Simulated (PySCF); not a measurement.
C2H5F3GeSi, SMILES F[Si](F)(F)/C=[CH]\[GeH3] at its GFN2-xTB optimised geometry (Å):

```
12

F     -0.9991    -1.2775     1.4507
Si    -0.6057    -0.7705     0.0000
F      0.9844    -0.7705     0.0000
F     -0.9844     0.7705     0.0000
C     -1.3199    -1.7757    -1.3864
C     -0.6199    -2.1935    -2.4420
Ge     1.2775    -1.8344    -2.7675
H     -2.3714    -2.0375    -1.3142
H     -1.1291    -2.7831    -3.1965
H      1.5835    -0.3806    -2.6810
H      2.1410    -2.5872    -1.8171
H      1.5757    -2.3084    -4.1567
```

Method: PySCF with PBE0/def2-TZVP. Cells within 0.4 Å of a nucleus heavier than hydrogen are left out (blank, or x).

Map of the electron localisation function on the plane z = 0.0 Å:

```
|000000000000000000000000000|
|000000000000000000000000000|
|000000000000000000000000000|
|000000000000000000000000000|
|000000112222100000000000000|
|000012345554311000000000000|
|000124578876531000000000000|
|000236899998742000000000000|
|001257999x99852000000000000|
|00135899xxx9862000000000000|
|00135899xxx9851000011000000|
|00125799xx99730012332100000|
|000136799998510146664310000|
|000013678753212578886421000|
|000001342011015899998631000|
|0000011106xx30799xx99741000|
|000001101xxxx089xxx99852000|
|000001201xxx7079xxx99741000|
|0000013202x811799x999741000|
|000001342000016899998520000|
|000001244321113578876310000|
|000001234442111245543100000|
|000000123332100112210000000|
|000000112221000000000000000|
|000000011111000000000000000|
|000000000100000000000000000|
|000000000000000000000000000|
```
Scale: ten equal steps from 0.000 (start of '0') to 0.869 (end of '9'), in the order '0123456789'; x runs from -3.00 to 3.00, y from -3.00 (bottom) to 3.00 (top).
